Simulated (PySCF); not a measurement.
Bond stretch in SMILES F[SiH2]F. The Si1–F5 bond (Si1 also carries F, H, H; F5 carries nothing else) is varied alone, starting from the PBE0/def2-TZVP optimised geometry.

Levels: RMP2/6-31G* = restricted MP2 (frozen core)/6-31G*, spherical d (PySCF 2.14.0); UCCSD(T) = CCSD(T) on UHF/cc-pVDZ, 7 core orbitals frozen (PySCF); NEVPT2 = SC-NEVPT2 on CASSCF(2,2)/cc-pVDZ, all electrons correlated (PySCF 2.14.0).

Energies are in mEh, each relative to the lowest point of its own curve near equilibrium.

```csv
R / Å,RMP2/6-31G*,UCCSD(T),NEVPT2
1.20,261.9,286.2,288.1
1.27,152.8,173.4,175.4
1.36,67.6,82.4,84.6
1.42,34.3,45.2,47.3
1.48,14.0,21.3,23.0
1.54,(withheld),7.5,8.3
1.59,0.0,(withheld),2.1
1.64,(withheld),0.0,0.0
1.69,3.7,1.4,1.0
1.74,(withheld),(withheld),4.5
1.83,22.9,16.6,15.3
1.97,49.5,40.5,38.8
2.15,86.7,75.3,73.9
2.38,132.0,118.4,118.4
2.65,178.1,162.2,163.5
2.86,207.7,188.5,190.5
3.17,242.4,213.4,215.5
3.52,270.5,223.2,228.2
3.91,289.8,225.9,233.1
4.29,298.0,226.7,234.7
4.75,(withheld),227.0,235.2
5.60,277.7,227.1,235.3
```

**Question.** Fill in the missing entries.

**Answer.** 
- 1.54, RMP2/6-31G*: 3.4
- 1.59, UCCSD(T): 1.7
- 1.64, RMP2/6-31G*: 0.4
- 1.74, RMP2/6-31G*: 9.2
- 1.74, UCCSD(T): 5.3
- 4.75, RMP2/6-31G*: 297.4

The restricted form behind RMP2/6-31G* keeps the bonding electrons paired and can't separate into open-shell fragments. The unrestricted determinant behind UCCSD(T) is spin-contaminated at 2.38 to 5.60 Å (<S²> up to 1.0, against 0.00 for a pure singlet).
